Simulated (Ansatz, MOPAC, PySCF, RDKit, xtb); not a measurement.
Noncovalent pair: SiH4 (SMILES [SiH4]) (first 5 atoms) with CH5N (SMILES CN); geometry from B3LYP-D3(BJ)/def2-TZVP, rigid monomers moved along the line of their centres of mass till Si1···H12 is 4.43 Å.
(charge 0, multiplicity 1):
```csv
atom,x (Å),y (Å),z (Å)
Si,-0.0222,-0.1248,-0.0686
H,0.0412,1.2243,0.5359
H,0.2831,-0.0328,-1.5142
H,-1.3812,-0.6841,0.1101
H,0.9669,-1.0072,0.5893
C,0.7179,0.3100,5.0536
N,-0.5981,-0.2440,4.7450
H,1.2670,-0.3972,5.6771
H,0.5941,1.2254,5.6341
H,1.3416,0.5455,4.1809
H,-0.5217,-1.1097,4.2260
H,-1.1469,0.3977,4.1865
```

Counterpoise-corrected where a basis set is named; no monomer relaxation. Rows marked so take none.

Rows in 6-31G* carry no dispersion term and start afresh at each structure (6-31G* with six Cartesian d functions). The state that AM1, PM7 reach isn't checked; PM7 holds dispersion and hydrogen-bond terms.

Codes used: Ansatz (a first-principles code); MOPAC for AM1, PM7 (differences of heats of formation); PySCF for 6-31G* rows, the dispersion terms; RDKit for the force fields; xtb for the GFN methods. 

```
level                          interaction energy (kJ/mol)
-----------------------------  ---------------------------
MMFF94                                                -1.2
GFN-FF                                                -1.8
AM1                                                    0.3
PM7                                                   -1.5
HF/6-31G*                                              0.2
BP86/6-31G* (no counterpoise)                   (withheld)
r2SCAN-D4/def2-TZVPPD                                 -1.8
B3LYP-D4/def2-TZVPPD                                  -1.4
PBE0-D4/def2-TZVPPD                                   -2.1
```

Q: Complete the blanks.

A: 
- BP86/6-31G* (no counterpoise), interaction energy (kJ/mol): -0.7
